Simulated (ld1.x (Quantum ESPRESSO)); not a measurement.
## Varying the TM potential for Au

Base potential:

- Element: Au (Z = 79)
- Generator: ld1.x (Quantum ESPRESSO) 7.5
- Type: norm-conserving Troullier–Martins (Kleinman–Bylander form)
- Functional: PBE
- Relativity: fully relativistic
- Frozen core: [Kr] 4d10 4f14
- Valence charge: 19
- Reference configuration: 5s2 5p6 5d9 6s2 6p0
- Partial waves: 5s (bound): rc 1.70 bohr; 5p (bound): rc 1.85 bohr; 5d (bound): rc 1.20 bohr
- Local potential: the d channel
- Core correction: none

Open shells are filled in proportion to 2j + 1 (rel_dist='average').

Occupied shells without a wave of their own: 6s. They enter only through the test configuration that unscreens the potential.

All-electron outer shells of the reference configuration (PBE, scalar-relativistic, ld1.x):

| shell | level (eV) | outermost node (bohr) | outermost maximum (bohr) |
| --- | --- | --- | --- |
| 4d | -328.94 | 0.20 | 0.41 |
| 5s | -111.29 | 0.48 | 0.84 |
| 4f | -84.16 | – | 0.37 |
| 5p | -62.53 | 0.52 | 0.96 |
| 5d | -8.95 | 0.56 | 1.20 |
| 6s | -6.66 | 1.11 | 2.27 |
| 6p | -1.10 | 1.31 | 3.38 |

Cutoffs, loose and tight: the cutoffs (Ry, on a coarse ladder) from which the occupation-weighted sum of valence levels, in a spherical-Bessel basis at the reference potential, stays within 10 and 1 mRy of its value at 400 Ry. They do not see the model core or the augmentation charge, which bear on the density cutoff. Test errors are all-electron minus pseudo excitation energies from the reference, over the configurations 5s2 5p6 5d10 6s1 6p0; 5s2 5p6 5d10 6s0 6p0; 5s2 5p6 5d9 6s0 6p0; 5s2 5p6 5d10 6s0 6p1; 5s2 5p6 5d8 6s0 6p0; 5s2 5p6 5d10 6s0.5 6p0; 5s2 5p6 5d9 6s1 6p0. A dash means not determined; rows that change the core or the reference have their own tests. The largest error is taken over the tests solved by every variant that gives reliable tests at all: 5s2 5p6 5d10 6s0 6p0; 5s2 5p6 5d10 6s0.5 6p0; 5s2 5p6 5d10 6s1 6p0; 5s2 5p6 5d8 6s0 6p0; 5s2 5p6 5d9 6s0 6p0; 5s2 5p6 5d9 6s1 6p0.

A true bound ghost makes a file unfit for plane-wave use even where its test errors are small: the radial tests pick states by their node count and pass the ghost by.

Cutoffs are not given where the Bessel-basis levels miss the radial ones by over 6 mRy, ghosts where they miss by over 20 mRy; a channel whose overlap is not positive is not tested.

```tsv
change	outcome	cutoff, loose	cutoff, tight	bound ghosts	largest test error (meV)
base	generated, misses its reference levels by 1.00 eV	55 Ry	80 Ry	none	+290
all radii scaled by about 0.92 (s 1.56, p 1.70, d 1.10 bohr)	generated, misses its reference levels by 1.00 eV	100 Ry	200 Ry	none	+678
all radii scaled by about 1.12 (s 1.90, p 2.06, d 1.34 bohr)	generated, misses its reference levels by 1.00 eV	60 Ry	90 Ry	none	-2698
all radii scaled by about 1.21 (s 2.06, p 2.24, d 1.46 bohr)	generated, misses its reference levels by 1.69 eV	45 Ry	80 Ry	none	-6801
all radii scaled by about 1.31 (s 2.22, p 2.42, d 1.56 bohr)	generated, misses its reference levels by 2.30 eV	45 Ry	70 Ry	none	-9092
```

**Question.** What comes out with this change to the base: all radii scaled by about 1.39 (s 2.36, p 2.58, d 1.66 bohr)?

**Answer.** outcome: generated, misses its reference levels by 2.54 eV; bound ghosts: none; largest test error (meV): -10007.

**Question.** What comes out with this change to the base: all radii scaled by about 0.79 (s 1.34, p 1.46, d 0.94 bohr)?

**Answer.** outcome: failed: the pseudo-atom did not reach self-consistency.

**Question.** What comes out with this change to the base: all radii scaled by about 0.87 (s 1.48, p 1.62, d 1.04 bohr)?

**Answer.** outcome: generated, misses its reference levels by 1.01 eV; bound ghosts: p1/2; largest test error (meV): +528.

Reading the sweep of the scale of all radii (base = 1) (base included, trends over the rows without a ghost): The loose cutoff is not monotonic: lowest 45 Ry at 1.21, highest 100 Ry at 0.92. The median size of the test errors (rows with all tests solved) rises from 347.0 meV at 0.92 to 4948.7 meV at 1.39, with one reversal. More of the atom is replaced by a form fitted at one configuration, so other configurations suffer as the radius grows. Bound ghosts are found at 0.87. The generation fails at 0.79.
